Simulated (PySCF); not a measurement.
A side-by-side comparison of computed properties.

First species: C7H5FO2.
Numbering: `[CH2:1]=[CH:2][c:3]1[cH:4][c:5]([F:6])[o:7][c:8](=[O:9])[cH:10]1` (hydrogens: H11, H12 on C1; H13 on C2; H14 on C4; H15 on C10)

Cartesian coordinates in Å at the PBE0-D3(BJ)/def2-SVP level; atoms count from 1:
```
atom  x, y, z in Å
C1     2.001    1.657   -0.510
C2     1.519    0.422   -0.690
C3     0.248   -0.089   -0.173
C4    -0.640    0.741    0.590
C5    -1.786    0.171    1.022
F6    -2.684    0.813    1.722
O7    -2.141   -1.069    0.802
C8    -1.330   -1.973    0.055
O9    -1.749   -3.081   -0.088
C10   -0.102   -1.392   -0.422
H11    1.465    2.420    0.061
H12    2.965    1.949   -0.933
H13    2.106   -0.298   -1.269
H14   -0.438    1.783    0.824
H15    0.542   -2.058   -0.997
```

Second species: GeFCl3.
InChI=1S/Cl3FGe/c1-5(2,3)4

Levels: B3LYP/def2-SVPD for dipole moment, HOMO energy, LUMO energy, HOMO–LUMO gap, static isotropic polarisability and electronic spatial extent ⟨r²⟩ about the centre of nuclear charge; TDDFT B3LYP/def2-SVPD for lowest singlet excitation. Geometries: PBE0-D3(BJ)/def2-SVP. All species are isolated and taken at one optimised geometry, non-relativistic unless stated; the electronic structure was computed with PySCF and density fitting.

The conformers computed, where there is a choice (atom-mapped SMILES and torsion angles):
- `[CH2:1]=[CH:2][c:3]1[cH:4][c:5]([F:6])[o:7][c:8](=[O:9])[cH:10]1`: C1–C2–C3–C4 1°

Values for the first species:

* Dipole moment: 5.22 D
* HOMO energy: -6.92 eV
* LUMO energy: -2.60 eV
* HOMO–LUMO gap: 4.32 eV
* Lowest singlet excitation: 3.99 eV
* Static isotropic polarisability: 97.0 au
* Electronic spatial extent ⟨r²⟩ about the centre of nuclear charge: 1488 bohr²

(1) Estimate the same properties for the second species, and the change in each.

## Answers

(1) 
| property | first | second | second less first |
| --- | --- | --- | --- |
| dipole moment | 5.22 D | 0.98 D | -4.24 D |
| HOMO energy | -6.92 eV | -9.62 eV | -2.70 eV |
| LUMO energy | -2.60 eV | -2.77 eV | -0.17 eV |
| HOMO–LUMO gap | 4.32 eV | 6.85 eV | +2.53 eV |
| lowest singlet excitation | 3.99 eV | 5.72 eV | +1.73 eV |
| static isotropic polarisability | 97.0 au | 69.5 au | -27.5 au |
| electronic spatial extent ⟨r²⟩ about the centre of nuclear charge | 1488 bohr² | 1034 bohr² | -454 bohr² |

On the first: The dipole matches unit charges of opposite sign 1.09 Å apart (1 e·Å = 4.8032 D). No computed singlet falls in the visible range (750 to 380 nm, 1.65 to 3.26 eV); S1 lies 0.73 eV above its blue end.

On the second: The polarisability is 10.31 Å³ as a volume (1 au = 0.148185 Å³), or 0.76 au for each of the 92 electrons. In wavenumbers S1 is 46100 cm⁻¹ (1 eV = 8065.54 cm⁻¹). Relativistic effects, spin–orbit coupling among them, are left out although an element past zinc is present.
